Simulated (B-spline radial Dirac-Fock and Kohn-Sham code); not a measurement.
## Widths and yields of inner-shell holes in Se²⁺

System: Se²⁺, [Ar] 3d10 4s2 4p2.

Calculated with a radial atomic solver, using a relativistic independent-particle model: LDA orbitals of the hole state, radiative multipoles to third order, Auger rates from the Coulomb interaction with a continuum orbital, Dirac-Fock energies.

Partial widths are in eV. Coster-Kronig decay leaves a hole in the same principal shell; its rates are the weakest part of the model, often 1.5 to 2.5 times too large and more for N holes. Holes without an open Auger channel, or with an unreliable SCF state, are not listed.

```tsv
hole	radiative	Auger	Coster-Kronig	total	fluorescence yield	lifetime (fs)
1s	1.33	0.898	0	2.23	0.598	0.295
2s	0.0123	0.673	5.36	6.05	0.00204	0.109
2p1/2	0.0182	0.958	0	0.976	0.0186	0.674
2p3/2	0.0178	1.01	0	1.02	0.0174	0.643
3s	9.95e-05	0.0340	3.49	3.52	2.82e-05	0.187
3p1/2	0.000260	0.0148	2.94	2.96	8.80e-05	0.222
3p3/2	0.000238	0.0148	1.02	1.04	?	?
3d3/2	1.42e-06	0.0256	0	0.0256	5.55e-05	25.7
3d5/2	1.36e-06	0.0261	0	0.0261	5.21e-05	25.2
```

Question: What are the fluorescence yield and the lifetime of the 3p3/2 hole?

Answer: The yield is the radiative width over the total, 0.000229, and the lifetime is ħ/Γ = 0.634 fs.
